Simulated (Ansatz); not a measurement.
Mulliken charges of `[CH3][GeH2][F]` from B3LYP/def2-TZVPP in Ansatz (PBE0-D4/def2-TZVP geometry).

```json
{"atom": "C1", "x (Å)": "-0.598", "y (Å)": "0.789", "z (Å)": "-0.332", "charge (e)": "-0.390"}
{"atom": "Ge2", "x (Å)": "0.468", "y (Å)": "-0.734", "z (Å)": "0.207", "charge (e)": "0.520"}
{"atom": "F3", "x (Å)": "1.437", "y (Å)": "-0.204", "z (Å)": "1.562", "charge (e)": "-0.403"}
{"atom": "H4", "x (Å)": "-1.230", "y (Å)": "0.526", "z (Å)": "-1.183", "charge (e)": "0.107"}
{"atom": "H5", "x (Å)": "0.053", "y (Å)": "1.615", "z (Å)": "-0.619", "charge (e)": "0.117"}
{"atom": "H6", "x (Å)": "-1.235", "y (Å)": "1.108", "z (Å)": "0.493", "charge (e)": "0.117"}
{"atom": "H7", "x (Å)": "1.473", "y (Å)": "-1.189", "z (Å)": "-0.864", "charge (e)": "-0.034"}
{"atom": "H8", "x (Å)": "-0.368", "y (Å)": "-1.912", "z (Å)": "0.736", "charge (e)": "-0.034"}
```

**Question.** By hand: the dipole of these point charges (1 e Å = 4.8032 D).

**Answer.** Σ q r = (-0.410, -0.127, -0.529) e Å, of length 0.681 e Å = 3.27 D.

**Question.** How does the dipole of the full density compare? (Estimate.)

**Answer.** Ansatz gave: (-0.337, 0.002, -0.387) e Å, 2.46 D; the point charges give 1.33 times that, at 11° from its direction.

Point charges leave out the atoms' own dipoles, such as those of lone pairs, and Mulliken's split depends on the basis, so the two needn't agree.

B3LYP here is the variant with VWN-RPA as its local correlation; programs differ in this.
